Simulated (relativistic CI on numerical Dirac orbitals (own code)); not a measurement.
**V⁵⁺ in a cubic cluster: 2p photoemission with charge transfer**

Computed with a charge-transfer multiplet model of a cubic metal-ligand cluster with up to 2 ligand holes, Slater and spin-orbit integrals from Dirac-Coulomb-Breit ions, Slater integrals scaled by 0.9. The ground state mixes d0 with configurations of k ligand holes L, whose averages lie at kΔ + k(k − 1)U_dd/2; a core hole lowers each added d electron by U_cd. 20 K, Lorentzian 0.6 eV and Gaussian 0.8 eV FWHM.

Atomic integrals in eV (Slater integrals scaled, ζ unscaled), ground: F2dd 9.064, F4dd 5.680, zeta_d 0.024; with the core hole: F2dd 9.064, F4dd 5.680, zeta_d 0.047, zeta_core 4.606, F2cd 6.737, G1cd 5.189, G3cd 2.951. Where a configuration has fewer than two d electrons, the dd integrals are those of d2.

Cluster parameters (eV): Δ = 0.5, U_dd = 5.8, U_cd = 7.1, 10Dq(ligand) = 0.6, V(eg) = 2.05, V(t2g) = -0.95, final-state hopping factor = 1.

| Case | n_d | d0 | d1L | d2L2 | S |
| --- | --- | --- | --- | --- | --- |
| 10Dq = -0.35 eV | 0.83 | 0.30 | 0.56 | 0.14 | 0.00 |
| 10Dq = 0.55 eV | 0.80 | 0.33 | 0.55 | 0.13 | 0.00 |
| 10Dq = 0.85 eV | 0.80 | 0.33 | 0.54 | 0.13 | 0.00 |

Weights, n_d and S are thermal averages at 20 K. Binding energies count from the first peak over 30 % of the highest in each spectrum, which can be another peak from case to case. The parameters are a model scan and need not match a compound or its usual spin state. A negative ionic 10Dq is a model choice; hopping adds the covalent part of the field. Peaks in eV (height, largest 100):
- 10Dq = -0.35 eV: 0.0 (100), 3.6 (8), 7.6 (38), 10.3 (15), 11.9 (9), 17.8 (8)
- 10Dq = 0.55 eV: 0.0 (100), 7.6 (41), 10.2 (15), 17.7 (8)
- 10Dq = 0.85 eV: 0.0 (100), 7.6 (42), 10.2 (15), 17.8 (8)

Curve for 10Dq = -0.35 eV (points under 2 left out, the grid thinned):

```json
{"E (eV)": "-2.8", "Intensity": "2.1"}
{"E (eV)": "-2.3", "Intensity": "3.2"}
{"E (eV)": "-1.8", "Intensity": "5.3"}
{"E (eV)": "-1.4", "Intensity": "9.2"}
{"E (eV)": "-0.9", "Intensity": "25.6"}
{"E (eV)": "-0.4", "Intensity": "73.8"}
{"E (eV)": "0.1", "Intensity": "96.9"}
{"E (eV)": "0.5", "Intensity": "57.3"}
{"E (eV)": "1.0", "Intensity": "19.9"}
{"E (eV)": "1.5", "Intensity": "11.1"}
{"E (eV)": "2.0", "Intensity": "9.6"}
{"E (eV)": "2.4", "Intensity": "8.6"}
{"E (eV)": "2.9", "Intensity": "7.3"}
{"E (eV)": "3.4", "Intensity": "7.5"}
{"E (eV)": "3.9", "Intensity": "7.0"}
{"E (eV)": "4.4", "Intensity": "5.5"}
{"E (eV)": "4.8", "Intensity": "6.3"}
{"E (eV)": "5.3", "Intensity": "8.9"}
{"E (eV)": "5.8", "Intensity": "11.0"}
{"E (eV)": "6.3", "Intensity": "14.0"}
{"E (eV)": "6.7", "Intensity": "20.1"}
{"E (eV)": "7.2", "Intensity": "33.2"}
{"E (eV)": "7.7", "Intensity": "37.6"}
{"E (eV)": "8.2", "Intensity": "23.9"}
{"E (eV)": "8.7", "Intensity": "12.6"}
{"E (eV)": "9.1", "Intensity": "9.7"}
{"E (eV)": "9.6", "Intensity": "10.8"}
{"E (eV)": "10.1", "Intensity": "14.3"}
{"E (eV)": "10.6", "Intensity": "13.1"}
{"E (eV)": "11.0", "Intensity": "9.9"}
{"E (eV)": "11.5", "Intensity": "9.0"}
{"E (eV)": "12.0", "Intensity": "9.3"}
{"E (eV)": "12.5", "Intensity": "8.2"}
{"E (eV)": "13.0", "Intensity": "6.1"}
{"E (eV)": "13.4", "Intensity": "4.7"}
{"E (eV)": "13.9", "Intensity": "3.4"}
{"E (eV)": "14.4", "Intensity": "2.7"}
{"E (eV)": "14.9", "Intensity": "2.1"}
{"E (eV)": "16.8", "Intensity": "3.2"}
{"E (eV)": "17.3", "Intensity": "6.2"}
{"E (eV)": "17.8", "Intensity": "7.8"}
{"E (eV)": "18.3", "Intensity": "6.5"}
{"E (eV)": "18.7", "Intensity": "5.6"}
{"E (eV)": "19.2", "Intensity": "3.9"}
{"E (eV)": "19.7", "Intensity": "2.1"}
```

A d0 ion has no d-d gap: its lowest excitations are ligand-to-metal charge transfer. With the core hole the average of the configuration with one ligand hole lies at Δ − U_cd = -6.6 eV before mixing: it lies below the unscreened one, so the lowest final states are mostly screened and the unscreened weight appears at higher binding energy as a satellite.

With at most 2 ligand holes the space is cut while the next configuration still counts, so covalency is underestimated, and a final configuration with one more ligand hole, which can lie low, is missing from the spectra.
